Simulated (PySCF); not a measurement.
# Working out the excitation energy of Ar²⁺

Ar²⁺ [Ne] 3s2 3p4 (3P) → Ar²⁺ [Ne] 3s1 3p5 (3P). All numbers are calculated (PySCF 2.14, no relativity, point nucleus, in aug-cc-pV(D+d)Z (5s4p3d, 32 functions)). Frozen: [Ne]. Energies in hartree (1 hartree = 27.21139 eV):

| part | Ar²⁺ (lower) | Ar²⁺ (upper) |
| --- | --- | --- |
| UHF | -525.291650 | -524.665586 |
| MP2 opposite-spin | -0.072209 | -0.124709 |
| MP2 same-spin | -0.023552 | -0.027354 |

Question: What does Hartree-Fock give?

Answer: (-524.665586) − (-525.291650) = 0.626064 hartree = 17.036 eV.

Question: What do MP2 and SCS-MP2 (6/5 opposite-spin, 1/3 same-spin) give?

Answer: The opposite-spin parts differ by -1.429 eV and the same-spin parts by -0.103 eV. MP2: 17.036 + (-1.429) + (-0.103) = 15.504 eV. SCS-MP2: 17.036 + 1.2 × (-1.429) + (-0.103)/3 = 15.287 eV.
